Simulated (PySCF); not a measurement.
HO4S (anion, charge -1), SMILES O=S(=O)([O-])O at its PBE0/def2-SVP optimised geometry (Å):

```
6

O      0.0337    -1.1014     0.0000
S     -0.2763     0.5597     0.0000
O      1.0990     1.1014     0.0784
O     -1.0990     0.7685     1.1962
O     -0.9654     0.8002    -1.2729
H      0.9981    -1.1014     0.0000
```

Computed with PBE0/def2-TZVPD (PySCF). Cells within 0.4 Å of a nucleus heavier than hydrogen are left out (blank, or x).

Map of the Laplacian of the electron density (e/bohr⁵) on the plane z = 0.8 Å:

```
|555555555555555555555555555|
|555555555555555555555555555|
|555555555555555555555555555|
|555555555555555555555555555|
|555555556666666666666555555|
|555555666666666666666655555|
|555556666666666666666655555|
|555566667777666778776665555|
|555566689998777799976665555|
|555666798578777899986665555|
|555666892x05677789876665555|
|555666796024567777766665555|
|555666789986677766666655555|
|555566678887777666666655555|
|555566666777776666666555555|
|555556666667777666665555555|
|555555566667888766665555555|
|555555556667898766665555555|
|555555556667888766665555555|
|555555556666777666665555555|
|555555555666666666655555555|
|555555555566666666555555555|
|555555555556666655555555555|
|555555555555555555555555555|
|555555555555555555555555555|
|555555555555555555555555555|
|555555555555555555555555555|
```
Scale: ten equal steps from -0.753 (start of '0') to 0.512 (end of '9'), in the order '0123456789'; x runs from -3.50 to 3.50, y from -3.50 (bottom) to 3.50 (top).
